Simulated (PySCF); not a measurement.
# Spinor energies of Ar²⁺ (argon, charge +2)

Start: [Ne] 3s2 3p4; 3p1/2 filled at m_j = -1/2, +1/2; 3p3/2 filled at m_j = +1/2, +3/2. Calculated with PySCF 2.14 in x2c-TZVPPall-2c (5s6p3d1f, 45 functions): generalised Hartree-Fock with the X2C-1e Hamiltonian and a Gaussian nucleus; one run each with spin-orbit coupling (SO) switched off, then screened by Boettger's factors.

```tsv
spinor shell	electrons	ε, spin-free (eV)	ε, screened SO (eV)	weight of nominal j (screened SO)	rms radius, screened SO (bohr)
1s1/2	2	-3271.2	-3271.2	1.000	0.0991
2s1/2	2	-367.61	-367.59	1.000	0.446
2p1/2	2	-290.39	-292.34	0.945	0.415
2p3/2	4	-290.39	-289.39	0.972	0.417
3s1/2	2	-59.875	-59.866	0.999	1.44
3p3/2	2	-42.686	-43.710	0.830	1.58
3p1/2	2	-42.686	-41.683	0.690	1.60
```

```json
{"quantity": "E (hartree)", "spin-free": "-527.10416", "screened SO": "-527.10847"}
{"quantity": "M_J", "spin-free": "2", "screened SO": "2"}
{"quantity": "⟨J²⟩", "spin-free": "6.011", "screened SO": "6.013"}
{"quantity": "⟨L²⟩", "spin-free": "2.008", "screened SO": "2.021"}
{"quantity": "⟨S²⟩", "spin-free": "2.003", "screened SO": "1.997"}
```

Each row is a mean over spinors that exchange with the open shell spreads, by up to 7.963 eV (3s1/2).

Rows whose weight is well below 1 are mixtures of j = l ± 1/2: exchange outweighs spin-orbit coupling there, and the label is only the starting occupation.

Without spin-orbit coupling the j labels of p, d and f shells carry no meaning; the spin-free column gives the mean over the occupied spinors of each nl shell.
